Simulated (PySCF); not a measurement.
## Dipole response of He⁺ (helium, charge +1)

1s1, 2S determinant. Calculation: PySCF 2.14, in ANO-RCC-VTZP (3s2p1d, 14 functions); scalar relativity by spin-free X2C-1e. Coupled (time-dependent) response in atomic units; α is the mean over directions. The basis has no added diffuse functions, which lowers α and C₆.

```
method  mean α (bohr³)  C₆ (like pair)   S(−4)
   UHF          0.2834          0.1022  0.1086
```

S(−4) is the Cauchy moment in α(ω) = α(0) + S(−4) ω² + …

α(iu) at UHF:

| u (hartree) | α(iu) (bohr³) |
| --- | --- |
| 0 | 0.2834 |
| 0.0500 | 0.2832 |
| 0.100 | 0.2824 |
| 0.200 | 0.2792 |
| 0.300 | 0.2740 |
| 0.500 | 0.2589 |
| 0.750 | 0.2339 |
| 1.00 | 0.2067 |
| 1.50 | 0.1567 |
| 2.00 | 0.1187 |
| 3.00 | 0.07203 |
| 5.00 | 0.03316 |

For a non-relativistic one-electron ion the exact value is 9/(2Z⁴) = 0.2812 bohr³; Hartree-Fock is exact here up to the basis and relativity.

For an ion, C₆ is the dispersion term alone; charge-induced terms of lower order in 1/R come first.
